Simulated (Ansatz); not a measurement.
`F[C]1=C(F)[Se][AlH]1`. Total charge 0; spin multiplicity 1. The geometry is a stationary point of PBE0-D4/def2-TZVP.

```xyz
7

F    -1.321   -1.508   -0.813
C    -0.483   -0.574   -0.352
C    -0.534   -0.111    0.908
F    -1.378   -0.484    1.850
Se    0.790    1.253    1.354
Al    0.996    0.540   -0.866
H     1.930    0.884   -2.081
```

Question: What is the dipole moment at B3LYP/def2-TZVPP? (Estimate.)

Answer: The calculation gave: 2.58 D, with components (1.71, 0.83, -1.73) D in this frame, pointing from negative to positive charge.

Question: And with PBE, r2SCAN, ωB97M-V? (Best estimate.)

Answer: The calculation gave: PBE 2.18 D, r2SCAN 2.36 D, ωB97M-V 2.66 D.

Question: Give the Mulliken charges with B3LYP, ωB97M-V, PBE in def2-TZVPP. (Estimate.)

Answer: Computed: 
```tsv
atom	B3LYP	ωB97M-V	PBE
F1	-0.20	-0.19	-0.16
C2	-0.05	-0.06	-0.06
C3	0.26	0.23	0.23
F4	-0.16	-0.15	-0.11
Se5	-0.15	-0.14	-0.15
Al6	0.36	0.35	0.30
H7	-0.07	-0.04	-0.05
```

B3LYP here is the variant with VWN-RPA as its local correlation; programs differ in this.
